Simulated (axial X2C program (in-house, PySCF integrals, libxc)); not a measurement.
Correcting the dissociation energy of BrCl⁺ for spin–orbit coupling

A spin-free PBE0 curve (one-electron X2C) was computed with an in-house all-electron X2C program for linear molecules (integrals from PySCF), basis Br dyall-cv3z [8s9p6d4f1g], Cl dyall-av3z [9s8p3d2f] (cores contracted in-house), for the state M_S = 1/2, Λ = 1 (beyond evenly filled blocks: π+α, π+β, π-α). It gives D0 = 3.286 eV to Br+ + Cl, which in a spin-free picture are the weighted means of the ground terms.

Measured levels of the ground terms (NIST Handbook of Basic Atomic Spectroscopic Data), in cm⁻¹: Br+ 3P: J = 2 at 0, J = 1 at 3136.5, J = 0 at 3837.4; Cl 2P: J = 3/2 at 0, J = 1/2 at 882.4.

The two components of the molecular doublet are 2098 cm⁻¹ apart in the PBE0 2c search (Ω = 3/2 lower), so the lower one lies 1049 cm⁻¹ under their mean.

Question: How far does each ground level lie under the (2J+1)-weighted mean of its term?

Answer: Br+: (5 × 0 + 3 × 3136.5 + 1 × 3837.4)/9 = 1472 cm⁻¹; Cl: (4 × 0 + 2 × 882.4)/6 = 294 cm⁻¹.

Question: Correct D0.

Answer: D0 = 3.286 + (1049 − 1766)/8065.5 = 3.197 eV at PBE0 with these spin–orbit terms.

Second-order spin–orbit effects in the molecule, which grow quickly with Z, are left out. The state is a single determinant with fixed occupations, the lowest that a limited PBE0 search found. De is counted from the lowest determinant-based energies of the atoms at the same level, without counterpoise correction. Without a current term, density functionals place determinants with orbital angular momentum somewhat too high.
